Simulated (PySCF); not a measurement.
C4H6OSi, SMILES C1=CCC(=O)[SiH2]1. Atoms are numbered in the order given.

```xyz
12

O      0.1438    -2.2319     0.0000
C     -0.0326    -1.0358     0.0000
C     -1.4295    -0.3925     0.0000
C     -1.3013     1.1044     0.0000
C     -0.0840     1.6938     0.0000
Si     1.2758     0.4190     0.0000
H     -1.9929    -0.7639    -0.8778
H     -1.9929    -0.7639     0.8778
H     -2.2259     1.6986     0.0000
H     -0.0058     2.7859     0.0000
H      2.1456     0.4064    -1.2142
H      2.1456     0.4064     1.2142
```
Charge 0, spin multiplicity 1.

Geometry: r2SCAN-D4/def2-SVP. The structure was generated by enumeration, and PubChem lists no compound with its InChIKey, so it may never have been made. One conformer was computed; it need not be the lowest.

Two levels are set side by side: PBE/pcSseg-1 (PySCF) and B3LYP/pcSseg-1 (PySCF). GIAO shifts against H2O (¹⁷O), TMS (²⁹Si), TMS (¹H), TMS (¹³C) at the same level; non-relativistic, no solvent, atoms listed together averaged. Differences are taken from unrounded values.

```csv
quantity,B3LYP
δ(¹⁷O) of O1 (ppm),868.8
δ(¹³C) of C2 (ppm),253.8
δ(¹³C) of C3 (ppm),56.0
δ(¹³C) of C4 (ppm),165.8
δ(¹³C) of C5 (ppm),138.1
δ(²⁹Si) of Si6 (ppm),-77.8
"δ(¹H) of H7, H8 (ppm)",3.10
δ(¹H) of H9 (ppm),7.62
δ(¹H) of H10 (ppm),6.84
"δ(¹H) of H11, H12 (ppm)",4.52
```

Q: What does PBE give, and how far is it from B3LYP? (An estimate is asked for; the answer gives what the named calculation found.)

A: 
```tsv
quantity	PBE	PBE minus B3LYP
δ(¹⁷O) of O1 (ppm)	856.6	-12.1
δ(¹³C) of C2 (ppm)	251.2	-2.6
δ(¹³C) of C3 (ppm)	57.9	1.9
δ(¹³C) of C4 (ppm)	162.8	-3.0
δ(¹³C) of C5 (ppm)	136.6	-1.5
δ(²⁹Si) of Si6 (ppm)	-84.5	-6.7
δ(¹H) of H7, H8 (ppm)	3.22	0.11
δ(¹H) of H9 (ppm)	7.71	0.09
δ(¹H) of H10 (ppm)	6.96	0.12
δ(¹H) of H11, H12 (ppm)	4.64	0.13
```

Rough cost on one machine, each run with all the roots and properties that it gave: B3LYP against PBE within a factor of 2.
